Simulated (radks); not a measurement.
Q: Species: Nd VIII. Configuration: [Kr] 4d10 4f2 5s2 5p3. Calculated with a radial shooting solver on a logarithmic mesh with Libxc functionals: scalar-relativistic Kohn-Sham, PBE, spin-unpolarised, spherical densities, finite nucleus; Fermi nuclear charge, rms radius 4.9123 fm. Some entries of the table are withheld. Estimate them.

orbital,occ.,eigenvalue (eV),<r^2> (bohr^2),<1/r> (bohr^-1)
1s,2,-43501.39,0.0007600,66.04
2s,2,-7123.387,(1),(2)
2p,6,-6379.190,0.009625,14.39
3s,2,-1627.793,0.08102,5.562
3p,6,-1393.046,0.08105,5.256
3d,10,-1067.247,(3),4.987
4s,2,-405.1619,0.4115,2.340
4p,6,-327.7646,(4),2.161
4d,10,-217.4720,0.5563,1.905
5s,2,-127.3983,1.996,0.9978
5p,3,-105.0332,2.433,0.8944
4f,2,(5),0.8737,1.465

A: 
(1) 2s <r^2> (bohr^2): 0.01204
(2) 2s <1/r> (bohr^-1): 15.26
(3) 3d <r^2> (bohr^2): 0.06878
(4) 4p <r^2> (bohr^2): 0.4622
(5) 4f eigenvalue (eV): -98.2970
